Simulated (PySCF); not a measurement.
Electron affinity of As by level of theory

As⁻ [Ar] 3d10 4s2 4p4 (3P) → As [Ar] 3d10 4s2 4p3 (4S), as a difference of total energies. All numbers are calculated (PySCF 2.14, a scalar-relativistic core potential, in aug-cc-pwCVDZ-PP with ECP10MDF). Correlated levels: valence: 3s2 3p6 3d10 frozen. The calculations carry no spin-orbit coupling.

| method | electron affinity (eV) | difference from reference (eV) |
| --- | --- | --- |
| UHF | -0.338 | -1.142 |
| MP2 (valence) | 0.259 | -0.545 |
| SCS-MP2 (valence) | 0.288 | -0.516 |
| CCSD (valence) | 0.312 | -0.492 |
| CCSD(T) (valence) | 0.360 | -0.444 |
| CCSDT (valence) | 0.371 | -0.433 |

Reference: 0.804 eV (measured; photodetachment measurements, as compiled on the Wikipedia data page of electron affinities).

The reference lies between the lowest fine-structure levels, while these numbers refer to the centres of the terms.

Errors of the correlated levels include the incompleteness of this basis and the frozen core.

A negative affinity means that the anion lies above the atom at that level of theory.
